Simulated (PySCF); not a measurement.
CH11NOSi3, SMILES O[SiH2]C[SiH2]N[SiH3]. Atoms are numbered in the order given.

```xyz
17

O      1.1150    -0.5776     1.5442
Si     2.0856     0.2975     0.5041
C      1.0142     1.0568    -0.8585
Si    -0.2213    -0.1583    -1.5805
N     -1.1690    -0.8471    -0.2473
Si    -2.2531     0.0519     0.8133
H      0.3379    -0.9503     1.0747
H      3.1217    -0.5564    -0.1490
H      2.7766     1.3445     1.3010
H      1.6534     1.4408    -1.6748
H      0.4620     1.9228    -0.4509
H      0.4666    -1.3107    -2.2246
H     -1.0851     0.5016    -2.6038
H     -1.4598    -1.8132    -0.4153
H     -2.3233    -0.6170     2.1387
H     -1.6920     1.4196     0.9477
H     -3.6372     0.1540     0.2673
```

Geometry: TPSSh-D3(BJ)/def2-SVP. This is a generated structure with no PubChem entry under its InChIKey; it may be hypothetical. One conformer was computed; it need not be the lowest.

Two levels are set side by side: PBE/pcSseg-1 (PySCF) and HF/pcSseg-1 (PySCF). GIAO shifts against H2O (¹⁷O), NH3 (¹⁵N), TMS (²⁹Si), TMS (¹H), TMS (¹³C) at the same level; non-relativistic, no solvent, atoms listed together averaged. Differences are taken from unrounded values.

```tsv
quantity	HF	PBE	PBE minus HF
δ(¹⁷O) of O1 (ppm)	23.3	52.1	28.8
δ(²⁹Si) of Si2 (ppm)	-19.3	-12.1	7.2
δ(¹³C) of C3 (ppm)	-3.7	0.0	3.8
δ(²⁹Si) of Si4 (ppm)	-24.7	-22.8	1.9
δ(¹⁵N) of N5 (ppm)	1.6	18.2	16.6
δ(²⁹Si) of Si6 (ppm)	-50.7	-53.2	-2.5
δ(¹H) of H7 (ppm)	4.94	4.07	-0.88
δ(¹H) of H8, H9 (ppm)	4.79	5.63	0.85
δ(¹H) of H14 (ppm)	0.00	0.01	0.01
```

Rough cost on one machine, each run with all the roots and properties that it gave: HF against PBE within a factor of 2.
